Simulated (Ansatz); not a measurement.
Reactions of `[F][Mg][Cl]`.

Isolated molecules relaxed with PBE0-D4/def2-TZVP in Ansatz; ΔE leaves out vibrations. CCSD(T)/CBS is the MP2 limit (def2-TZVPP, def2-QZVPP) plus CCSD(T) − MP2 in def2-TZVPP, frozen cores. This one scheme is used for every species, atoms too. Functionals use def2-TZVPP. Open shells (•) are unrestricted, without spin–orbit coupling. Spin–orbit coupling would lower the free atoms: a little for Cl, F. Bonds to Br, Mg are less sure, by a few kJ/mol each and by 10 to 20 or more in all where they break to atoms, as the def2 sets lack core-valence functions. Scalar relativity is left out up to krypton. One conformer a species, not always the lowest.

```tsv
reaction	CCSD/CBS(def2) (kcal/mol)	MP2/CBS(def2) (kcal/mol)	CCSD(T)/def2-SVP (kcal/mol)	LDA (SPW92) (kcal/mol)
`[F][Mg][Cl]` + H₂S → `[SH][Mg][Cl]` + H–F	10.5	10.0	14.8	9.0
`[F][Mg][Cl]` + `O[SiH3]` → `[SiH3][O][Mg][Cl]` + H–F	3.9	3.7	5.2	6.3
`[F][Mg][Cl]` + H₂O → `[OH][Mg][F]` + HCl	19.4	18.9	17.4	18.1
`[F][Mg][Cl]` + `N[Si]N([SiH3])[SiH3]` → `[SiH3][N]([SiH3])[Mg][Cl]` + `N[Si]F`	-0.1	1.7	4.3	2.6
`[F][Mg][Cl]` + `[SiH3]N[SiH3]` → `[SiH3][N]([SiH3])[Mg][Cl]` + H–F	18.8	17.8	21.6	19.1
`[F][Mg][Cl]` + HCl → `[Cl][Mg][Cl]` + H–F	-5.6	-5.7	-2.2	-4.7
`[F][Mg][Cl]` → F• + `[Mg][Cl]`•	141.7	150.9	132.7	154.7
`[F][Mg][Cl]` + HBr → `[F][Mg][Br]` + HCl	-2.2	-2.3	-1.0	-2.0
`[F][Mg][Cl]` + NH₃ → `[NH2][Mg][Cl]` + H–F	28.2	27.9	31.8	26.6
`[F][Mg][Cl]` → Cl• + F• + Mg (atom)	216.1	235.0	201.2	240.6
```

Task: Give the CCSD(T)/CBS values in the same order. (An estimate is asked.)

Result: Computed: 10.1, 3.8, 19.2, 0.5, 17.8, -5.5, 143.9, -2.2, 27.9, 219.8 kcal/mol.

Largest T1 diagnostic: 0.014, for `N[Si]F`.
